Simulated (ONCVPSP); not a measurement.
**osmium, ONCV: configuration errors across variants**

Os (Z = 76), optimised norm-conserving Vanderbilt (ONCV), made with ONCVPSP 4.0.1 (PBE, scalar-relativistic). Core [Xe], reference 4f14 5d6 6s1.5 (charge +0.5). Waves: 6s: rc 2.20 bohr, ncon 3, nbas 6, qcut 2.7 1/bohr, 1 projector; p scattering state at 0.08 Ha: rc 2.55 bohr, ncon 4, nbas 9, qcut 3 1/bohr, 2 projectors, debl 0.5 Ha; 5d: rc 2.50 bohr, ncon 3, nbas 8, qcut 5.7 1/bohr, 2 projectors, debl 3 Ha; 4f: rc 0.75 bohr, ncon 4, nbas 8, qcut 20.9 1/bohr, 2 projectors, debl 3.3 Ha. Local part: polynomial inside 0.70 bohr (lpopt 5, dvloc0 -1 Ha). Core correction: Teter function, fcfact 4.25, rcfact 1.05.

In the p channel the program set the typed energies aside and used 0.050, 0.550 Ha.

All-electron excitation energies from the reference (eV): (1) 4f14 5d6 6s2 -3.914; (2) 4f14 5d6 6s1 5.663; (3) 4f14 5d6 6s0 22.578.

5 further variants failed, have other tests or too few solved ones, and are left out.

A true bound ghost makes a file unfit for plane-wave use even where its test errors are small: the radial tests pick states by their node count and pass the ghost by.

Errors AE − PS in meV (a dash: test not solved or not reliable):

```tsv
change	(1)	(2)	(3)	bound ghosts	GHOST(+) flags above zero
base	+2.8	+0.2	+26	s, p	p, d
s: qcut 2; p: qcut 2.2; d: qcut 4.2; f: qcut 15.4	+3.4	+0.9	+16	s, p	p, d
s: qcut 2.3; p: qcut 2.5; d: qcut 4.8; f: qcut 17.5	+3.3	+0.8	+25	s, p	p, d
s: qcut 2.5; p: qcut 2.8; d: qcut 5.3; f: qcut 19.6	+3.0	+0.5	+26	s, p	p, d
d: qcut 5.8; f: qcut 21.1	+2.8	+0.2	+26	s, p	p, d
```

Task: Give the same row for: s: qcut 1.7; p: qcut 1.9; d: qcut 3.6; f: qcut 13.4.

Result: +2.9, -0.4, -11; bound ghosts: s, p; GHOST(+) flags above zero: p, d, f.
